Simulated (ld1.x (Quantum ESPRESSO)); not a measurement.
# Bi: one change to a TM potential, before and after

ld1.x (Quantum ESPRESSO) 7.5 input, shortened:

```
&input
   title='Bi', zed=83., rel=2, dft='PZ', iswitch=3,
   config='[Xe] 4f14 5d10 6s2 6p3', rel_dist='average'
 /
 &inputp
   pseudotype=2, tm=.true., lloc=0,
   nlcc=.true., rcore=1.60
 /
3
6P  2  1   3.00   0.00  1.85  1.85  0.0
5D  3  2  10.00   0.00  1.80  1.80  0.0
6S  1  0   2.00   0.00  1.70  1.70  0.0
 &test
   configts(1)='5d10 6s2 6p3'
 /
```

Open shells are filled in proportion to 2j + 1 (rel_dist='average').

All-electron outer shells of the reference configuration (LDA (PZ), scalar-relativistic, ld1.x):

```tsv
shell	level (eV)	outermost node (bohr)	outermost maximum (bohr)
4f	-152.95	–	0.34
5p	-95.96	0.48	0.86
5d	-27.18	0.51	1.03
6s	-14.76	0.98	1.86
6p	-4.77	1.14	2.44
```

Change: all radii but the core radius scaled by about 1.37 (s 2.32, p 2.54, d 2.46 bohr).

Cutoffs: the cutoffs (Ry, on a coarse ladder) from which the occupation-weighted sum of valence levels, in a spherical-Bessel basis at the reference potential, stays within 10 and 1 mRy of its value at 400 Ry; they do not see the model core or the augmentation charge, which bear on the density cutoff. Errors are all-electron minus pseudo energies relative to the spin-unpolarised reference configuration.

**Question.** Predict the effect on cutoff, ghosts and configuration errors.

**Answer.** The potential gets softer (60 Ry and 100 Ry → 45 Ry and 80 Ry); of the 7 tests that both files solve, the error grows in 2 and shrinks in 4 by more than 15 % and 0.3 meV (median size 1.8 → 3.8 meV); neither file shows a bound ghost. A larger radius leaves more room for a smooth pseudo-wave, so fewer plane waves are needed.

```csv
quantity,base,changed
"cutoff, loose",60 Ry,45 Ry
"cutoff, tight",100 Ry,80 Ry
loose cutoff by channel (10 mRy a level),"p 30 Ry, d 50 Ry, s 25 Ry","p 10 Ry, d 40 Ry, s 18 Ry"
bound ghosts,none,none
"error for 5d10 6s2 6p2, meV [ΔE 8.31 eV]",+1.8,+1.4
"error for 5d10 6s2 6p1, meV [ΔE 24.05 eV]",+5.5,+3.8
"error for 5d10 6s2 6p0, meV [ΔE 47.99 eV]",+2.1,-1.0
"error for 5d9 6s2 6p3, meV [ΔE 33.31 eV]",-71,-12
"error for 5d10 6s0 6p5, meV [ΔE 20.23 eV]",+0.1,-24
"error for 5d10 6s1 6p4, meV [ΔE 9.94 eV]",-0.3,-5.6
"error for 5d10 6s2 6p3.3, meV [ΔE -1.20 eV]",+0.1,+0.1
```
